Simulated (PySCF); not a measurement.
Compound: C₇H₁₁NSi.
Atom-mapped SMILES: `[CH2:1]=[CH:2][CH2:3][c:4]1[cH:5][cH:6][n:7]([SiH3:8])[cH:9]1`

Geometry (PBE0-D3(BJ)/def2-SVP, Å), atoms numbered from 1 in this order:
```xyz
20
C7H11NSi angstrom
C      3.7540    0.1667    0.5103
C      2.6564    0.4560   -0.1894
C      1.6600   -0.5495   -0.6849
C      0.2793   -0.3064   -0.1506
C     -0.0935   -0.2021    1.2254
C     -1.4453    0.0333    1.2690
N     -1.9321    0.0914   -0.0215
Si    -3.6345    0.2140   -0.4839
C     -0.8720   -0.1204   -0.8819
H      4.0072   -0.8674    0.7670
H      4.4397    0.9472    0.8506
H      2.4267    1.5038   -0.4201
H      2.0015   -1.5631   -0.4129
H      1.6226   -0.5163   -1.7874
H      0.5753   -0.2767    2.0813
H     -2.1060    0.1804    2.1220
H     -4.3248    0.9841    0.5871
H     -4.2651   -1.1314   -0.6203
H     -3.6936    0.9235   -1.7920
H     -1.0156   -0.1165   -1.9618
```

Definitions: NICS(0) = −σiso at the ring centroid; NICS(1) = −σiso and NICS(1)zz = −σzz at ±1 Å along the ring normal z. Level: GIAO PBE0/pcSseg-1 (PySCF, non-relativistic, gas phase) on the PBE0-D3(BJ)/def2-SVP geometry, one conformer.

Ring bond lengths (Å), with Mayer bond orders in brackets: C4–C5 1.429 (1.33), C5–C6 1.373 (1.55), C6–N7 1.381 (1.11), N7–C9 1.382 (1.08), C9–C4 1.377 (1.55).

Task: Give the NICS values of each ring in ppm.

Result: 
```
          ring                                               type  NICS(0)  NICS(1), two faces  NICS(1)zz, two faces  rms pucker (Å)  centre to ring atoms, mean (Å)
C4–C5–C6–N7–C9  5-membered ring with N; formal bonds all aromatic    -12.4       -10.8 / -10.6         -28.0 / -27.2            0.00                            1.18
```

Task: What do they say, and how far can they be read as aromaticity?

Result: 
- C4–C5–C6–N7–C9: mean NICS(1)zz -27.6 ppm, shielded, aromatic by this magnetic criterion (flat ring, no four-coordinate atom).

Task: How equal are the bonds by HOMA? HOMA = 1 − mean of α(R − Ropt)² over the ring bonds, with Krygowski's 1993 parameters (CC: Ropt 1.388 Å, α 257.7 Å⁻²; CN: Ropt 1.334 Å, α 93.52 Å⁻²).

Result: 
- C4–C5–C6–N7–C9: HOMA 0.81; the largest term is that of C4–C5, α(R − Ropt)² = 0.44. The geometric and the magnetic index point the same way.

Task: Give the inner angles of the rings and the Hirshfeld charges of the ring atoms.

Result: 
- C4–C5–C6–N7–C9: C4 106.5° (-0.032 e), C5 107.4° (-0.097 e), C6 108.9° (-0.036 e), N7 107.8° (-0.111 e), C9 109.4° (-0.043 e); sum 540.0° against 540° for a flat convex ring.

Task: How shielded are the nuclei of the rings and their hydrogens (means over atoms taken as equivalent)?

Result: 
```
atoms                          environment  σ isotropic (ppm)
   C4          substituted aromatic carbon               52.1
   C5                   aromatic CH carbon               64.3
   C6  aromatic CH next to a ring nitrogen               54.4
   N7                pyrrole-type nitrogen              104.1
   C9  aromatic CH next to a ring nitrogen               58.6
  H15                    aromatic hydrogen              24.79
  H16                    aromatic hydrogen              24.62
  H20                    aromatic hydrogen              24.76
```

Task: How do the values depend on the level or the medium?

Result: 
```
                          level  NICS(0), C4–C5–C6–N7–C9  mean NICS(1)zz, C4–C5–C6–N7–C9
             PBE0/pcSseg-1, gas                    -12.4                           -27.6
 PBE0/pcSseg-1, IEF-PCM benzene                    -12.3                           -27.7
PBE0/pcSseg-1, IEF-PCM methanol                    -12.2                           -27.9
```

The geometry is the same throughout; the continuum's cavity takes Bondi-type radii × 1.2.
